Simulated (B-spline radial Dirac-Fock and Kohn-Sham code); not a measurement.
## Gd³⁺: non-radiative channels of the N1 vacancy

System: gadolinium as Gd³⁺, 1s2 2s2 2p6 3s2 3p6 3d10 4s2 4p6 4d10 4f7 5s2 5p6.

Method: one-electron (LDA, Dirac) transition rates at Dirac-Fock energies. Computed with a radial B-spline solver. Kinetic energies are configuration averages from the vacuum level; the two-hole energies are estimated from single-hole states.

```
transition  kinetic energy (eV)  width (meV)  share (%)
   N1-N2O2                 0.70          517        5.3
   N1-N2O3                 5.40         1060       10.9
   N1-N3O1                 7.00          833        8.6
   N1-N2N6                14.51          191        2.0
   N1-N2N7                14.80          254        2.6
   N1-N4N4                22.58         53.6        0.6
   N1-N4N5                27.89          209        2.2
   N1-N3O2                32.04          874        9.0
   N1-N5N5                33.94          126        1.3
   N1-N3O3                37.31         1180       12.1
   N1-N3N6                46.05         1060       10.9
   N1-N3N7                47.09         1300       13.4
   N1-N4O1                135.0          248        2.5
   N1-N5O1                140.6          359        3.7
   N1-N4O2                160.2         55.5        0.6
   N1-N4O3                165.1          149        1.5
   N1-N5O2                165.7          142        1.5
   N1-N5O3                170.9          148        1.5
   N1-N4N7                175.2          106        1.1
   N1-N5N6                180.2          120        1.2
   N1-N5N7                181.7          102        1.0
   N1-N6O1                285.8          114        1.2
   N1-N7O1                286.5          150        1.5
   N1-N6N7                326.7         56.0        0.6
```

Coster-Kronig rates are the weakest part of this model and often come out 1.5 to 2.5 times too large. Super-Coster-Kronig decay this fast strains the one-particle picture, and such widths tend to come out too large. Channels within a few eV of threshold rest on estimated energies and may be closed in reality. The listed channels hold 97 % of the non-radiative rate. Summed by principal shells, of 9.72 eV in all: NNO 61.3 %, NNN 37.9 %, NOO 0.9 %.
